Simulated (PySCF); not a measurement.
Isomers of C4H9NOSi.

All values: CAM-B3LYP/def2-SVPD (PySCF) at GFN2-xTB geometries, gas phase, one conformer each. Core orbitals are frozen in the response; Δα² is half the sum of the squared differences of the principal polarisabilities.

(1) Rank by polarisability anisotropy Δα, lowest first.
A. `[CH3:1][NH:2][Si@@H:3]1[CH:4]=[CH:5][CH2:6][O:7]1` with C1–N2–Si3–C4 -87°
B. `[CH2:1]=[C:2]([SiH3:3])[CH2:4][NH:5][CH:6]=[O:7]` with C1–C2–C4–N5 122°, C2–C4–N5–C6 103°, C4–N5–C6–O7 3°
C. `[CH2:1]=[C:2]([CH3:3])[SiH2:4][NH:5][CH:6]=[O:7]` with C1–C2–Si4–N5 13°, C2–Si4–N5–C6 -178°, Si4–N5–C6–O7 0°
D. `[NH2:1][C:2](=[O:3])[CH2:4]/[CH:5]=[CH:6]\[SiH3:7]` with H–N1–C2–O3 2° and 177°, N1–C2–C4–C5 62°, C2–C4–C5–C6 -110°
E. `[CH2:1]=[N:2][SiH2:3][C:4](=[CH2:5])[O:6][CH3:7]` with C1–N2–Si3–C4 117°, N2–Si3–C4–C5 58°, Si3–C4–O6–C7 180°

(2) Rank by mean static polarisability, lowest first.
A. `[CH3:1][NH:2][Si@@H:3]1[CH:4]=[CH:5][CH2:6][O:7]1` with C1–N2–Si3–C4 -87°
B. `[CH2:1]=[C:2]([CH3:3])[SiH2:4][NH:5][CH:6]=[O:7]` with C1–C2–Si4–N5 13°, C2–Si4–N5–C6 -178°, Si4–N5–C6–O7 0°
C. `[CH2:1]=[N:2][SiH2:3][C:4](=[CH2:5])[O:6][CH3:7]` with C1–N2–Si3–C4 117°, N2–Si3–C4–C5 58°, Si3–C4–O6–C7 180°

Answers

(1) E (3.50 Å³), B (4.55 Å³), A (4.83 Å³), C (5.16 Å³), D (5.63 Å³).

(2) A (11.82 Å³), B (12.47 Å³), C (12.98 Å³).

All values together:

```json
{"SMILES": "NC(=O)C/C=C\\[SiH3]", "μ (D)": "3.49", "HOMO (eV)": "-8.74", "LUMO (eV)": "0.19", "α (Å³)": "12.82", "Δα (Å³)": "5.63"}
{"SMILES": "C=N[SiH2]C(=C)OC", "μ (D)": "1.30", "HOMO (eV)": "-8.07", "LUMO (eV)": "0.34", "α (Å³)": "12.98", "Δα (Å³)": "3.50"}
{"SMILES": "CN[Si@@H]1C=CCO1", "μ (D)": "1.71", "HOMO (eV)": "-8.13", "LUMO (eV)": "0.97", "α (Å³)": "11.82", "Δα (Å³)": "4.83"}
{"SMILES": "C=C(C)[SiH2]NC=O", "μ (D)": "3.72", "HOMO (eV)": "-9.10", "LUMO (eV)": "0.76", "α (Å³)": "12.47", "Δα (Å³)": "5.16"}
{"SMILES": "C=C([SiH3])CNC=O", "μ (D)": "3.86", "HOMO (eV)": "-8.98", "LUMO (eV)": "0.64", "α (Å³)": "12.79", "Δα (Å³)": "4.55"}
```

Conformers: `[NH2:1][C:2](=[O:3])[CH2:4]/[CH:5]=[CH:6]\[SiH3:7]` with H–N1–C2–O3 2° and 177°, N1–C2–C4–C5 62°, C2–C4–C5–C6 -110°; `[CH2:1]=[N:2][SiH2:3][C:4](=[CH2:5])[O:6][CH3:7]` with C1–N2–Si3–C4 117°, N2–Si3–C4–C5 58°, Si3–C4–O6–C7 180°; `[CH3:1][NH:2][Si@@H:3]1[CH:4]=[CH:5][CH2:6][O:7]1` with C1–N2–Si3–C4 -87°; `[CH2:1]=[C:2]([CH3:3])[SiH2:4][NH:5][CH:6]=[O:7]` with C1–C2–Si4–N5 13°, C2–Si4–N5–C6 -178°, Si4–N5–C6–O7 0°; `[CH2:1]=[C:2]([SiH3:3])[CH2:4][NH:5][CH:6]=[O:7]` with C1–C2–C4–N5 122°, C2–C4–N5–C6 103°, C4–N5–C6–O7 3°.
